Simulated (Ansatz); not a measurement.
A made-up structure of GaH$_{4}$SO (charge +1), singlet:

```
7
angstrom
O -0.9969 0.0567 -0.5899
Ga 0.1733 -0.0054 0.7160
S 1.6553 -0.1063 -0.7502
H -0.8725 0.0418 -1.6217
H -1.7801 0.1064 -0.2731
H -0.4785 0.0449 2.2113
H 2.2993 -0.1382 0.3076
```

It is relaxed with PBE-D4/def2-SVP and then PBE0-D4/def2-TZVP (Ansatz 0.2.0). Atoms count as bonded within 1.22 times the sum of their covalent radii (H–H: 0.88 Å). The end point is not checked to be a true minimum.

Problem. Does its bonding change? (Judge from chemistry; the calculation decides.)

Solution. Computed: No: no bond forms or breaks.

Where it ends: The first stage lowers the energy by 2.28 eV in 7 steps. It ends as GaH₄SO ([OH2][GaH][SH]), total charge +1:
O1  (-1.256, 0.074, -0.621)
Ga2  (0.261, -0.012, 0.686)
S3  (1.965, -0.124, -0.598)
H4  (-1.177, 0.062, -1.584)
H5  (-2.189, 0.135, -0.374)
H6  (-0.429, 0.037, 2.051)
H7  (2.824, -0.172, 0.440)
(Å)

Labels in which every atom is bracketed show which atoms are joined, not bond orders.

For scale, one of the runs: PBE0-D4/def2-TZVP relaxation, 140 basis functions, launched by `ansatz run in.yaml --threads 2 --pin off --events-out ev --progress --plain --max-ram 4352MiB`. Hardware: 2 CPU threads of an Arm Neoverse V1, shared host. Wall time about 25 s.
